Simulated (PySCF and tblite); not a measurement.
Values are calculated unless marked as measured or tabulated.
Stationary points of C$_{5}$H$_{5}$Cl$_{3}$Si at PBE0-D3(BJ)/def2-SVP, in Å:

Structure A

```
 1 Cl    1.612   -0.931    1.900
 2 Si    1.817   -0.054    0.067
 3 Cl    2.906    1.675    0.276
 4 Cl    2.878   -1.317   -1.158
 5 C     0.159    0.342   -0.722
 6 C    -0.617   -0.927   -0.776
 7 C    -1.632   -0.845    0.121
 8 C    -1.614    0.463    0.750
 9 C    -0.589    1.193    0.243
10 H     0.407    0.805   -1.693
11 H    -0.357   -1.778   -1.404
12 H    -2.351   -1.634    0.345
13 H    -2.317    0.797    1.515
14 H    -0.303    2.210    0.514
```

Structure B

```
 1 Cl    1.297   -1.446    1.585
 2 Si    1.528    0.107    0.270
 3 Cl    2.475    1.645    1.297
 4 Cl    3.015   -0.451   -1.070
 5 C    -0.041    0.157   -1.132
 6 C    -0.853   -0.972   -0.895
 7 C    -1.587   -0.755    0.278
 8 C    -1.250    0.493    0.813
 9 C    -0.292    1.100   -0.031
10 H     0.453    0.410   -2.071
11 H    -0.853   -1.878   -1.500
12 H    -2.258   -1.478    0.742
13 H    -1.607    0.910    1.754
14 H    -0.024    2.157   -0.041
```

Geometries: PBE0-D3(BJ)/def2-SVP; energies: BHandHLYP/pcSseg-1 + D3(BJ); zero-point and thermal terms from GFN2-xTB harmonic modes (soft modes blended into free rotors).

Which structure is a saddle point, and along which motion?

B: one imaginary mode (288i cm⁻¹ at GFN2-xTB, mostly on C5, C9, Si2), along the shift of Si2 from C5 to C9.

Give their symmetry and energies above the lowest.

A Cs, 0.0 kcal/mol; B Cs, 20.8 kcal/mol.
